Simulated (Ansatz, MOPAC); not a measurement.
Noncovalent pair: HCl (SMILES Cl) (first 2 atoms) with CH5N (SMILES CN); geometry from B3LYP-D3(BJ)/def2-TZVP, rigid monomers moved along the line of their centres of mass till Cl1···N4 is 2.82 Å.
(charge 0, multiplicity 1):
```xyz
9

Cl     0.013    -0.032     0.037
H     -0.194     0.392    -1.158
C     -0.188     0.565     3.228
N      0.362    -0.704     2.753
H     -1.206     0.676     2.851
H      0.399     1.385     2.813
H     -0.213     0.681     4.320
H     -0.174    -1.488     3.105
H      1.316    -0.828     3.068
```

Counterpoise-corrected where a basis set is named; no monomer relaxation.

The state that PM6, PM7 reach isn't checked; PM7 holds dispersion and hydrogen-bond terms.

Programs: Ansatz (a program for electronic structure); MOPAC for PM6, PM7 (differences of heats of formation). Values without a source in brackets are computed.

Problem. One of these levels gives 2.92 kcal/mol for the interaction energy. Name it.
A) PM6
B) HF/aug-cc-pV(D+d)Z
C) PM7

Solution. B, HF/aug-cc-pV(D+d)Z. The others give -0.18 (PM6), -0.86 (PM7)
